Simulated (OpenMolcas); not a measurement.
An OpenMolcas run meant for Cl²⁺ (ANO-RCC-VDZP, DKH3; inactive shells 1s 2s 2p; intended active space 5 electrons in 8 orbitals (3s 3p 4s 4p)). One step of its input:

```
&CASPT2
Multistate=1 1
Frozen=1 0
IPEA=0.25
Shift=3.0
MaxIter=60
WThr=0.0 0.3 0.05
PrWF=0.5
NoMix
```

The run finished. Its levels beside those of a sound run (SS-CASPT2, IPEA 0.25 Eh, imaginary shift 0.1 Eh (closed shells correlated: 2s 2p)), in cm⁻¹ above each run's lowest level:

```json
{"Level": "3s² 3p³ ⁴S°_3/2", "This run": "0.0", "Usual run": "0.0"}
{"Level": "3s² 3p³ ²D°_3/2", "This run": "21683", "Usual run": "21231"}
{"Level": "3s² 3p³ ²D°_5/2", "This run": "21752", "Usual run": "21295"}
{"Level": "3s² 3p³ ²P°_1/2", "This run": "31946", "Usual run": "32548"}
{"Level": "3s² 3p³ ²P°_3/2", "This run": "32012", "Usual run": "32608"}
{"Level": "3s 3p⁴ ⁴P_5/2", "This run": "106061", "Usual run": "102254"}
{"Level": "3s 3p⁴ ⁴P_3/2", "This run": "106622", "Usual run": "102816"}
{"Level": "3s 3p⁴ ⁴P_1/2", "This run": "106946", "Usual run": "103141"}
{"Level": "3s 3p⁴ ²D_3/2", "This run": "145168", "Usual run": "133779"}
{"Level": "3s 3p⁴ ²D_5/2", "This run": "145222", "Usual run": "133834"}
```

Problem. Which setting is unsound, and how much does it matter here?

Solution. The level shift is far above the usual 0.1 to 0.3 hartree and damps the second-order energy. Against the sound run the excited levels shown move by 4000 cm-1 on average and by 11000 cm-1 at most.

CASPT2 does not keep the components of a term degenerate, so their means are used; among the terms shown or strongly mixed into the levels shown the widest spread is 1400 cm-1 (3s 3p⁴ ²D, the sound run). Over all roots computed the reference weight is 0.86 to 0.98 in the sound run; the roots of lowest weight are the least certain, and an intruder state may touch them. The run also gave levels led by 3s² 3p² 4p, which use shells meant for correlation; these and all levels above them are left out. Terms of s pⁿ other than that of highest spin mix with s² pⁿ⁻² d, which this space lacks; all of them can be thousands of cm-1 off, and some have no real level of that name. Some terms miss by over 15 % even with CASPT2, which points to a basis or an active space too small for the shells correlated. Levels of configurations outside the active space are missing.

° marks odd parity.
